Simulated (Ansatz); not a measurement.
C₇H₁₄ (`C[C@@H]1CC[C@@H](C)C1`). Charge 0, multiplicity 1. All single points use the PBE0-D4/def2-TZVP geometry.

```xyz
21

C     1.348    1.330   -1.760
C     0.507    0.251   -1.107
C    -0.978    0.599   -0.980
C    -1.466   -0.335    0.114
C    -0.353   -0.268    1.161
C    -0.326   -1.439    2.123
C     0.938   -0.102    0.332
H     0.997    1.554   -2.771
H     2.397    1.031   -1.831
H     1.305    2.256   -1.178
H     0.578   -0.657   -1.718
H    -1.518    0.495   -1.925
H    -1.086    1.641   -0.655
H    -2.445   -0.068    0.521
H    -1.543   -1.358   -0.276
H    -0.506    0.650    1.741
H    -1.265   -1.523    2.678
H    -0.174   -2.378    1.582
H     0.483   -1.341    2.852
H     1.531   -1.022    0.347
H     1.574    0.683    0.751
```

Problem. What is the dipole moment at r2SCAN/def2-TZVPP? (Best estimate.)

Solution. The calculation gave: 0.04 D, zero by symmetry or nearly so.

Problem. Give the Mulliken charges with r2SCAN, PBE, B3LYP in def2-TZVPP. (An estimate is asked.)

Solution. The calculation gave: 
| atom | r2SCAN | PBE | B3LYP |
| --- | --- | --- | --- |
| C1 | -0.19 | -0.28 | -0.28 |
| C2 | 0.20 | 0.08 | 0.09 |
| C3 | -0.10 | -0.12 | -0.15 |
| C4 | -0.10 | -0.12 | -0.14 |
| C5 | 0.20 | 0.08 | 0.09 |
| C6 | -0.19 | -0.28 | -0.28 |
| C7 | -0.19 | -0.18 | -0.20 |
| H8 | 0.04 | 0.07 | 0.08 |
| H9 | 0.04 | 0.08 | 0.08 |
| H10 | 0.03 | 0.06 | 0.06 |
| H11 | 0.00 | 0.04 | 0.04 |
| H12 | 0.02 | 0.06 | 0.06 |
| H13 | 0.02 | 0.04 | 0.05 |
| H14 | 0.02 | 0.06 | 0.06 |
| H15 | 0.02 | 0.04 | 0.05 |
| H16 | 0.00 | 0.04 | 0.04 |
| H17 | 0.04 | 0.07 | 0.08 |
| H18 | 0.03 | 0.06 | 0.06 |
| H19 | 0.04 | 0.08 | 0.08 |
| H20 | 0.03 | 0.05 | 0.06 |
| H21 | 0.03 | 0.05 | 0.06 |

B3LYP here is the variant with VWN-RPA as its local correlation; programs differ in this.

Computed with Ansatz.
